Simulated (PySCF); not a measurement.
Job for PySCF: R-HF/STO-3G on isotetrasilane (SMILES [SiH3][SiH]([SiH3])[SiH3]).

```python
from pyscf import gto, scf, dft, mp
from pyscf.data.elements import chemcore

mol = gto.M(
    atom='''
    Si   -1.20715729    1.83632050    0.28078863
    Si    0.04778692    0.09537669   -0.66066572
    Si    2.19776552    0.07497137    0.27139549
    Si   -1.01217758   -1.95445574   -0.25301122
    H    -0.55635573    3.14705495    0.03872544
    H    -1.31335512    1.62491182    1.74514606
    H    -2.57507320    1.87036969   -0.29198586
    H     0.15450251    0.30795153   -2.12978142
    H     2.09256805   -0.13878773    1.73547746
    H     2.88986420    1.36465138    0.03074439
    H     3.01413782   -1.01941845   -0.30842572
    H    -1.11917409   -2.16597104    1.21125031
    H    -2.37736720   -1.96732504   -0.83301982
    H    -0.23596480   -3.07564994   -0.83663802
    ''',
    basis='sto-3g',
    charge=0, spin=0, verbose=3, max_memory=1800)
mf = scf.RHF(mol)
mf.conv_tol = 1e-8
mf.max_cycle = 100
mf.kernel()
if not mf.converged:
    mf = mf.newton().run(mf.mo_coeff, mf.mo_occ)
```

Task: Predict the final total energy.

Result: -1148.2650 hartree.
